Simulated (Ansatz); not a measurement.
Start from `N=CC[SiH2][SiH3]` and change one atom or group to get `C[Se]CC=N`.

Ansatz, PBE0-D4/def2-TZVP geometries, multiplicity 1. Each molecule was computed in one conformer, which needn't be the lowest.

Scalar relativity is left out up to krypton. Spin–orbit coupling is left out; it splits and shifts lone-pair levels of the heavy atoms by tenths of an eV.

```tsv
property	`N=CC[SiH2][SiH3]`
HOMO–LUMO gap (ωB97M-V/def2-TZVPP) / eV	11.54
HOMO energy (PBE0/def2-TZVPP) / eV	-7.61
size of the dipole moment (B3LYP/def2-TZVPP) / D	2.38
LUMO energy (PBE0/def2-TZVPP) / eV	-0.47
LUMO energy (B3LYP/def2-TZVPP) / eV	-0.69
HOMO–LUMO gap (PBE/def2-TZVPP) / eV	4.60
```

Question: What does the change do to each property? (An estimate is asked.)

Answer: Ansatz gave: 
| property | `C[Se]CC=N` | shift |
| --- | --- | --- |
| HOMO–LUMO gap (ωB97M-V/def2-TZVPP) / eV | 10.62 | -0.92 |
| HOMO energy (PBE0/def2-TZVPP) / eV | -6.54 | 1.07 |
| size of the dipole moment (B3LYP/def2-TZVPP) / D | 2.44 | 0.06 |
| LUMO energy (PBE0/def2-TZVPP) / eV | -0.20 | 0.27 |
| LUMO energy (B3LYP/def2-TZVPP) / eV | -0.47 | 0.22 |
| HOMO–LUMO gap (PBE/def2-TZVPP) / eV | 4.06 | -0.54 |

With PBE0 the HOMO rises by 1.07 eV and the LUMO rises by 0.27 eV, so the gap narrows by about 0.80 eV. PBE moves the HOMO by 0.71 eV and ωB97M-V by 1.27 eV. Dipoles are sizes alone; their direction can turn.

B3LYP here is the variant with VWN-RPA as its local correlation; programs differ in this.
